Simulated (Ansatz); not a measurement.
A run for Ansatz (a program for electronic structure): R-RI-MP2/cc-pV(Q+d)Z on CH3Cl3Si (SMILES C[Si](Cl)(Cl)Cl). The basis file is the Basis Set Exchange's JSON of that set.

Ansatz 0.2 input:
```yaml
crystal:
  periodic: [false, false, false]
  atoms:
    - {symbol: C, position_ang: [-1.03283841, -0.20128603, 0.03589494]}
    - {symbol: Si, position_ang: [0.77747846, 0.15152979, -0.02701521]}
    - {symbol: Cl, position_ang: [1.69018360, -1.01749016, -1.44217394]}
    - {symbol: Cl, position_ang: [1.11189028, 2.11781413, -0.50050590]}
    - {symbol: Cl, position_ang: [1.64952312, -0.23274636, 1.78796961]}
    - {symbol: H, position_ang: [-1.20014506, -1.24907488, 0.28833605]}
    - {symbol: H, position_ang: [-1.50895514, 0.42515462, 0.79118343]}
    - {symbol: H, position_ang: [-1.48723687, 0.00609888, -0.93368898]}
basis:
  gaussian:
    orbitals: cc-pV_Q+d_Z.json
    fitting: {mean_field: def2-universal-JKFIT, correlation: cc-pVQZ-RIFIT.json}
magnetization: {spin_polarized: false}
correlation: {method: mp2, electrons: outside_noble_gas}
scf: {lower_state_search: off}
```

Output:

```
WARN ansatz: RAYON_NUM_THREADS=4 ignored (pool sized by the plan → 4); use --threads N
Functional definition: HF
these checks for a lower state are left out or cut short: stability, starts, cluster_reference, orbital_swaps, neighbouring_geometries, increment
integrals: 0.77 GiB planned
641 factors; integrals over basis functions are off by at most 3.9e0 eV
mean field: 1.23 GiB planned
mean field evaluation 1: about -46456.9281 eV, gradient 2.9e1 eV
mean field evaluation 2: about -46458.7481 eV, gradient 1.3e1 eV
mean field evaluation 4: about -46459.1442 eV, gradient 8.7e-1 eV
mean field evaluation 8: about -46459.1467 eV, gradient 8.4e-7 eV
mean field -46459.14672088 eV, -1707.3421508515 hartree, gradient 8.4e-7 eV, S^2 0.000000; 0 other end points of the search recorded, 0 dependent functions left out
21 core orbitals not correlated
929 factors; their error is unknown
reference -46459.14672088 eV, -1707.3421508515 hartree; 16, 16 occupied and 364, 364 virtual orbitals, 929 factors
second order -25.49649364 eV of doubles, -0.00000000 eV of singles
Total energy: -46484.64321452 eV, -1708.2791297107 hartree
Checks for a lower state left out: stability, starts, cluster_reference, orbital_swaps, neighbouring_geometries, increment
```

The calculation finished and met its thresholds.

Cost: roughly 8 core-seconds.
